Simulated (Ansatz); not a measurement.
Reaction (isomerisation): `CN[SiH2][AsH2]` → `NC([SiH3])[AsH2]`

Gas-phase electronic energies from Ansatz, PBE0-D4/def2-TZVP geometries. CCSD(T)/CBS adds triple-zeta CCSD(T) − MP2 to the extrapolated MP2 energy (def2 sets, frozen cores). DFT in def2-TZVPP. For As outer-core shells are correlated without core-valence functions, which leaves a few kJ/mol of doubt a bond. Scalar relativity is left out up to krypton. One conformer a species, not always the lowest.

`CN[SiH2][AsH2]`:

```xyz
12

C     0.578   -1.190   -1.417
N     0.229   -0.035   -0.616
Si   -0.292   -0.146    1.014
As   -1.052    1.933    1.832
H     0.423   -0.986   -2.481
H    -0.075   -2.026   -1.153
H     1.614   -1.525   -1.281
H     0.687    0.815   -0.904
H     0.746   -0.605    1.989
H    -1.398   -1.141    1.069
H     0.254    2.615    1.440
H    -1.713    2.290    0.508
```

`NC([SiH3])[AsH2]`:

```xyz
12

N    -0.100   -1.538   -0.733
C    -0.438   -0.166   -0.379
Si    1.117    0.851   -0.102
As   -1.549   -0.243    1.271
H     0.495   -1.574   -1.551
H    -0.927   -2.089   -0.930
H    -1.074    0.356   -1.113
H     1.893    0.310    1.042
H     1.978    0.805   -1.322
H     0.743    2.265    0.161
H    -1.743    1.265    1.387
H    -0.396   -0.241    2.268
```

```
             level  ΔE (kcal/mol)
           PBE0-D4           28.3
SCS-MP2/def2-TZVPP           26.9
```

Problem. What does CCSD(T)/CBS give? (An estimate is asked.)

Solution. The calculation gave: +27.4 kcal/mol. The listed levels differ from it by 0.9, -0.5 kcal/mol.

Largest T1 diagnostic among the species: 0.011.

The D4 term adds −1.2 kcal/mol with B3LYP and −0.6 kcal/mol with PBE0; it sums over pairs of atoms, weighted by their polarisabilities, and B3LYP, whose exchange is more repulsive, gets the larger term. In def2-TZVPP, CCSD(T) changes the Hartree–Fock value by −4.3 kcal/mol (the triples alone add −0.7 kcal/mol) and MP2 by −4.1 kcal/mol. From PBE to PBE0 (25 % exact exchange), in def2-TZVPP and without D4, ΔE moves by +0.9 kcal/mol.

CCSD(T)/CBS has its own doubt, a few kJ/mol and more with outer-core shells, so smaller differences from it don't rank the levels.

B3LYP here is the variant with VWN-RPA as its local correlation; programs differ in this.
